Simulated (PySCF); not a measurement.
System: bromo(fluoro)methane, CH2BrF, net charge 0, singlet state. SMILES: FCBr
Geometry: optimised at B3LYP-D3(BJ)/def2-TZVP (Ansatz).

Dispersion corrections to the total energy (kcal/mol) from the dftd3 and dftd4 libraries through PySCF: D3(BJ) without and D4 with the three-body term, each with the damping fitted for the functional named.

```csv
functional,D3(BJ),D4
B3LYP,-2.90,-2.51
CAM-B3LYP,[?],-1.27
B2PLYP,-1.35,[?]
r2SCAN,-0.40,-0.34
BHLYP,-2.31,-1.85
HF,-14.79,-6.11
B2GP-PLYP,-1.15,[?]
```

**Question.** Fill in the missing entries.

**Answer.** 
- CAM-B3LYP, D3(BJ): -1.22
- B2PLYP, D4: -1.05
- B2GP-PLYP, D4: -0.62
